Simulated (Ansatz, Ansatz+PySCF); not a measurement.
```xyz
2

S     0.0000    0.0000   -0.5006
O     0.0000    0.0000    1.0013
```

Basis set: def2-SVP (spherical functions). Correlated methods keep 6 orbitals frozen. Correlation on ROHF uses semicanonical orbitals with singles. Charge 0, multiplicity 3.

Computed with Ansatz (development build ahead of 0.2.0); each method stands on the lowest determinant of its kind that the runs found. Restricted functionals stand beside restricted open-shell atoms, which can lie above the unrestricted atoms usual in DFT and then raise those values.

Q: Give the atomization energy at this shape (free ground-state atoms in the same class of orbitals less the molecule, no zero-point energy) of triplet SO by ωB97X (unrestricted), ωB97X (restricted open-shell), r²SCAN (unrestricted), r²SCAN (restricted open-shell), PBE0 (unrestricted), PBE (unrestricted), PBE (restricted open-shell), ROHF-CCSD(T), ROHF-CCSD, ROHF-MP2, UHF-MP2, UHF, ROHF.

A:

```
                        method  atomization energy
          ωB97X (unrestricted)             5.08 eV
 ωB97X (restricted open-shell)             5.10 eV
         r²SCAN (unrestricted)             5.36 eV
r²SCAN (restricted open-shell)             5.42 eV
           PBE0 (unrestricted)             5.11 eV
            PBE (unrestricted)             5.82 eV
   PBE (restricted open-shell)             5.86 eV
                  ROHF-CCSD(T)             4.43 eV
                     ROHF-CCSD             4.19 eV
                      ROHF-MP2             5.07 eV
                       UHF-MP2             4.81 eV
                           UHF             1.81 eV
                          ROHF             1.65 eV
```
